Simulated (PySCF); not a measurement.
A GIAO shielding run with PySCF (density fitting, non-relativistic, gas phase) on `CC[C@@H](O[SiH3])[Si@@H](N)NC`, C4H16N2OSi2:

```
$ OMP_NUM_THREADS=1 python probes_run.py task.json out

{"job": {"kind": "nmr", "xc": "PBE0", "basis": "pcSseg-1"}, "charge": 0, "multiplicity": 1}
C     -1.818791    -1.576338     0.256177
C     -1.970724    -0.289038    -0.541099
C     -0.785225     0.650205    -0.354362
O     -0.627180     0.994229     1.009629
Si    -1.517351     1.924808     1.976501
Si     0.878233    -0.062207    -0.963817
N      1.663414     1.195181    -1.850763
N      1.691653    -0.620344     0.438804
C      2.970403    -1.283327     0.454494
H     -2.716064    -2.186427     0.175582
H     -1.653396    -1.343664     1.305795
H     -0.971568    -2.151298    -0.109696
H     -2.061078    -0.512434    -1.605394
H     -2.883424     0.224921    -0.222914
H     -1.000183     1.566146    -0.918257
H     -0.699624     1.863990     3.180264
H     -2.870785     1.405620     2.211826
H     -1.655155     3.283514     1.439041
H      0.688059    -1.092429    -1.997411
H      1.648871     2.133035    -1.481707
H      2.563575     1.009265    -2.261605
H      1.170096    -0.749763     1.291589
H      3.496136    -1.054024    -0.469614
H      3.574810    -0.933477     1.294924
H      2.874364    -2.372000     0.529841
```

Hardware: 1 thread of an Arm Neoverse N1, shared host. The job also computes population analyses, field gradients.

(1) How large is the calculation?

(2) How long does it take, and how much memory does it need?

Results:

(1) 90 electrons, 247 basis functions and 1319 auxiliary functions.

(2) 2 min of wall time, with 14 SCF cycles and 4 response iterations; peak memory 1.1 GiB. Times on a shared host scatter by some tens of per cent.
